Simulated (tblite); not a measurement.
Question: What does the GFN2-xTB structure of `CC[SiH2]CC(F)(F)F` look like in three dimensions?

Answer: 
```xyz
17
C4H9F3Si angstrom
C      2.6286   -0.6115    0.0143
C      1.2069   -0.4166   -0.5051
Si     0.1629    0.6776    0.6429
C     -1.5665    0.9684   -0.1351
C     -2.4045   -0.2665   -0.0876
F     -2.5818   -0.7281    1.1634
F     -1.8741   -1.2874   -0.7865
F     -3.6431   -0.0867   -0.5900
H      2.6182   -1.0911    0.9897
H      3.1363    0.3445    0.1162
H      3.2063   -1.2340   -0.6660
H      1.2521    0.0259   -1.5032
H      0.7379   -1.3953   -0.6258
H      0.7398    2.0217    0.7674
H     -0.0246    0.0725    1.9629
H     -2.1040    1.7420    0.4095
H     -1.4975    1.2766   -1.1768
```

Orientation and origin are arbitrary. Atoms count from 1 in this order. Si3 (SiH2 silicon) is distorted tetrahedral (angles from 104.5° to 112.2°). All 3 C–F bonds measure 1.345 to 1.349 Å. The C–C distances run from 1.493 Å (C4–C5, drawn single) to 1.526 Å (C1–C2, drawn single), a spread of 0.033 Å. Of the pairs four or more bonds apart, F7···H13 is among the closest relative to their van der Waals radii: 2.62 Å, 98 % of the sum of Bondi's values.

Bonds between heavy atoms (Å): C1–C2 1.526, C2–Si3 1.899, Si3–C4 1.919, C4–C5 1.493, C5–F6 1.345, C5–F7 1.346, C5–F8 1.349.

The geometry is computed with GFN2-xTB (gas phase).

Point group: C1 (no symmetry element, even within 0.4 Å). Its GFN2-xTB frequencies are all real (lowest 19 cm⁻¹). The numbers are those of one conformer (C1–C2–Si3–C4 176°, C2–Si3–C4–C5 72°). 3 starts were optimised and ended at 0.00, 0.17 and 0.44 kcal/mol (GFN2-xTB); the lowest of these is shown.
